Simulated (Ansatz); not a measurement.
Geometry optimisation, RKS PBE0-D4/def2-SVP (Ansatz).

The input (input.yaml):

```yaml
crystal:
  periodic: [false, false, false]
  atoms:
    - { symbol: C, position_ang: [-0.4424, -1.1141, -0.5458] }
    - { symbol: C, position_ang: [0.015, -0.4264, 0.6973] }
    - { symbol: Cl, position_ang: [-0.3239, -1.2042, 2.2298] }
    - { symbol: C, position_ang: [0.7752, 0.7415, 0.6763] }
    - { symbol: Te, position_ang: [1.61125, 1.56176, 2.44234] }
    - { symbol: H, position_ang: [-1.1971, -0.3708, -1.0772] }
    - { symbol: H, position_ang: [0.3843, -1.3079, -1.2282] }
    - { symbol: H, position_ang: [-0.9879, -1.9942, -0.3238] }
    - { symbol: H, position_ang: [1.04765, 1.14774, -0.31779] }
    - { symbol: H, position_ang: [3.00407, 0.52657, 2.27942] }
basis:
  gaussian: { orbitals: def2-SVP }
hamiltonian:
  xc: pbe0
  dispersion: d4
relax:
  f_tol: 0.015
  max_steps: 40
```

Command:

```bash
$ ansatz run input.yaml --threads 2 --pin off --max-ram 3072MiB --backend cpu --events-out ev --progress --plain --runs-dir out
```

**Question.** Where does it end, and by what steps?

**Answer.** The forces met the threshold. After 19 steps the energy has fallen by 0.610 eV; H10 moved furthest, 1.18 Å.

| step | energy less start (eV) | largest force component (eV/Å) | accepted |
| --- | --- | --- | --- |
| 0 | 0.0000 | 2.817 | yes |
| 1 | -0.2221 | 1.070 | yes |
| 2 | -0.3173 | 0.798 | yes |
| 3 | -0.3284 | 0.714 | yes |
| 4 | -0.3512 | 0.790 | yes |
| 5 | -0.4006 | 0.540 | yes |
| 6 | -0.4175 | 0.526 | yes |
| 7 | -0.3975 | 1.194 | no |
| 8 | -0.4577 | 0.174 | yes |
| 9 | -0.4703 | 0.179 | yes |
| 10 | -0.4909 | 0.211 | yes |
| 11 | -0.5113 | 0.638 | yes |
| 12 | -0.5300 | 0.459 | yes |
| 13 | -0.5608 | 0.360 | yes |
| 14 | -0.5930 | 0.172 | yes |
| 15 | -0.6002 | 0.161 | yes |
| 16 | -0.5983 | 0.426 | no |
| 17 | -0.6085 | 0.046 | yes |
| 18 | -0.6097 | 0.021 | yes |
| 19 | -0.6098 | 0.012 | yes |

```xyz
10
Properties=species:S:1:pos:R:3
C -0.564 -1.021 -0.599
C -0.034 -0.464 0.677
Cl -1.020 -0.810 2.077
C 1.087 0.247 0.831
Te 1.739 0.981 2.685
H -1.570 -0.624 -0.811
H 0.100 -0.764 -1.436
H -0.650 -2.118 -0.541
H 1.708 0.467 -0.041
H 3.091 1.666 1.992
```

Whether the end is a true minimum wasn't checked by a vibrational analysis.

The run took 110 s on 2 threads of Intel(R) Xeon(R) Platinum 8259CL CPU @ 2.50GHz (Skylake/Cascade Lake), on a shared host, peak memory 0.31 GiB.
